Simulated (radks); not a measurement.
Fractional charge and spin in the 4d shell of technetium: the spin-up occupation runs from 3 to 4 and the spin-down occupation from 0 to 1; the fullest corner is Tc, [Kr] 5s2 4d(up 4, down 1). Calculated with a radial shooting solver on a logarithmic mesh with Libxc functionals: scalar-relativistic Kohn-Sham, r2SCAN, spin-polarised, spherical densities, finite nucleus; meta-GGA in the generalised Kohn-Sham scheme; Fermi nuclear charge, rms radius of each element as measured or else 0.836 A^(1/3) + 0.57 fm. Energy (eV) above the fullest corner. The planes named below are the two flat planes that join the four corners, with an edge along up + down = one added electron.

\begin{tabular}{lrrrrr}
down \ up & 3 & 3.25 & 3.5 & 3.75 & 4 \\ \hline
0 & 34.184 & 26.949 & 20.474 & 14.739 & 9.723 \\
0.25 & 27.773 & 21.345 & 15.655 & 10.680 & 6.397 \\
0.5 & 22.078 & 16.435 & 11.504 & 7.263 & 3.685 \\
0.75 & 17.082 & 12.199 & 8.001 & 4.465 & 1.562 \\
1 & 12.764 & 8.614 & 5.122 & 2.261 & 0.000 \\
\end{tabular}

Corners above the fullest one (they belong to Tc+ and the next ion): (up 4, down 0) 9.723 eV, (up 3, down 1) 12.764 eV, (up 3, down 0) 34.184 eV. With half an added electron in each spin the energy lies 0.261 eV from the planes, and with half an added electron in spin up alone -1.479 eV. The planes are only a guide here: the flat-plane condition holds for ground states with one frontier orbital, while this shell lies below other occupied shells, so the corners above the fullest one are inner-hole states and not the ground states of those ions.
